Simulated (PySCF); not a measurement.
Gas-phase reaction: 5 SnH2F2 ⇌ 3 SnH3F + 2 SnF3 + HF, at 500 K and a standard pressure of 1 bar. Level: PBE0/def2-TZVP.

Energies from PySCF, thermal terms from the rigid-rotor harmonic-oscillator model, ideal gas at 1 bar. Open shells (unrestricted): SnF3 (multiplicity 2); the rest are closed-shell singlets. Sn: scalar-relativistic def2 core potential, no spin-orbit coupling. SnH2F2, SnH3F, SnF3: computed as isolated molecules; such fragments, hydroxides, amides, oligomers or adducts are transient or little studied in the gas. The harmonic model lacks anharmonicity and excited electronic states, which grow with temperature; levels with a mode under 35 cm⁻¹ are left out.

```csv
species,E (Ha),H(500 K) − E (kJ/mol),S°(500 K) (J/mol/K)
SnH2F2,-415.13877,75.7,331.1
SnH3F,-315.90040,83.7,298.9
SnF3,-513.75653,45.0,353.9
HF,-100.39189,39.4,188.7
```
E: electronic energy; H − E holds the zero-point and thermal terms. 1 Ha = 2625.5 kJ/mol.

Question: Work out ΔH°, ΔS°, ΔG° and log10 K from these numbers.

Answer: 1. ΔE = 3×(-315.90040) + 2×(-513.75653) + 1×(-100.39189) − 5×(-415.13877) = 0.08770 Ha = 230.3 kJ.
2. Δ(H − E) = 3×(83.7) + 2×(45.0) + 1×(39.4) − 5×(75.7) = 2.0 kJ, so ΔH° = 232.3 kJ.
3. ΔS° = 3×(298.9) + 2×(353.9) + 1×(188.7) − 5×(331.1) = 137.7 J/K; the number of gas molecules changes by +1.
4. ΔG° = ΔH° − TΔS° = 232.3 − 500×(137.7)/1000 = 163.5 kJ.
5. log10 K = −ΔG°/(RT ln 10) = -17.08, with RT ln 10 = 9.57 kJ/mol; at standard pressures the reactants are favoured.
6. A shift of 10 kJ in ΔE would move log10 K by 1.04 here.
For scale, ΔH°(298 K) is 233 kJ at this level, 252 kJ at ωB97M-V/def2-TZVP†, and runs from 202 to 268 kJ over the 17 levels computed († marks an energy on the PBE0/def2-TZVP geometry).
